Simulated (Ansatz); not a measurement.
`C=C[SiH](C)O[SiH3]` + `CS[Si]S` → `CS[Si]SC` + `C=C[SiH2]O[SiH3]`  (substitution at a C–Si bond)

Computed with Ansatz on PBE0-D4/def2-TZVP structures; ΔE is electronic, products minus reactants. CCSD(T)/CBS is the MP2 limit (def2-TZVPP, def2-QZVPP) plus CCSD(T) − MP2 in def2-TZVPP, frozen cores. This one scheme is used for every species. Functionals use def2-TZVPP. Each species was taken in one conformer, which may not be the lowest.

```tsv
level	ΔE (kJ/mol)	difference from CCSD(T)/CBS
PBE-D4	82.7	-3.5
PBE0-D4	87.5	1.3
ωB97X-V	88.3	2.1
ωB97M-V	90.7	4.5
B2PLYP	86.9	0.7
PBE	85.4	-0.8
r2SCAN	89.1	2.9
PBE0	89.9	3.7
SCS-MP2/def2-TZVPP	85.6	-0.6
CCSD/def2-TZVPP	89.7	3.5
CCSD(T)/def2-TZVPP	87.0	0.8
HF/def2-QZVPP	91.4	5.2
MP2/def2-QZVPP	87.4	1.2
SCS-MP2/def2-QZVPP	85.3	-0.9
HF/CBS(def2)	91.4	5.2
MP2/CBS(def2)	87.1	0.9
CCSD(T)/CBS	86.2	0
```

Largest T1 diagnostic among the species: 0.015.

In def2-TZVPP, CCSD(T) changes the Hartree–Fock value by −4.5 kJ/mol (the triples alone add −2.7 kJ/mol) and MP2 by −3.6 kJ/mol. The D4 term adds −4.4 kJ/mol with B3LYP and −2.4 kJ/mol with PBE0; it sums over pairs of atoms, weighted by their polarisabilities, and B3LYP, whose exchange is more repulsive, gets the larger term.

B3LYP here is the variant with VWN-RPA as its local correlation; programs differ in this.
